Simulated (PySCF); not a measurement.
**Dipole response of Te²⁺ (tellurium, charge +2)**

[Kr] 4d10 5s2 5p2, high-spin 3P determinant. Computed with PySCF 2.14 in aug-cc-pwCVDZ-PP with ECP28MDF, with a scalar-relativistic core potential. Coupled (time-dependent) response in atomic units; α is the mean over directions. A double-zeta set is small for polarisabilities.

```json
{"method": "UHF", "mean α (bohr³)": "15.62", "α xx, yy, zz": "15.64, 15.61, 15.61", "C₆ (like pair)": "103.9", "S(−4)": "59.35"}
{"method": "PBE", "mean α (bohr³)": "14.94", "α xx, yy, zz": "14.56, 15.13, 15.13", "C₆ (like pair)": "97.50", "S(−4)": "53.39"}
{"method": "PBE0", "mean α (bohr³)": "15.00", "α xx, yy, zz": "14.76, 15.11, 15.11", "C₆ (like pair)": "98.15", "S(−4)": "53.53"}
{"method": "BP86", "mean α (bohr³)": "14.91", "α xx, yy, zz": "14.49, 15.12, 15.12", "C₆ (like pair)": "97.16", "S(−4)": "53.23"}
{"method": "wB97M-V", "mean α (bohr³)": "14.79", "α xx, yy, zz": "14.65, 14.87, 14.87", "C₆ (like pair)": "95.64", "S(−4)": "53.01"}
```

S(−4) is the Cauchy moment in α(ω) = α(0) + S(−4) ω² + …

Spin-orbit coupling is absent.

α(iu) at UHF:

```tsv
u (hartree)	α(iu) (bohr³)
0	15.62
0.0500	15.48
0.100	15.05
0.200	13.60
0.300	11.77
0.500	8.388
0.750	5.585
1.00	3.972
1.50	2.393
2.00	1.679
3.00	1.030
5.00	0.5354
```

A single London oscillator, α(iu) = α/(1 + u²/ω²), gives C₆ = (3/4) ω α². Matching the computed C₆ needs ω = 4 × 103.9 / (3 × 15.62²) = 0.568 hartree.

For an ion, C₆ is the dispersion term alone; charge-induced terms of lower order in 1/R come first.

The components differ because the open shell of this determinant is not spherical; for a pure term their mean is the scalar polarisability.

Energies and moments cover only the electrons outside the core potential.
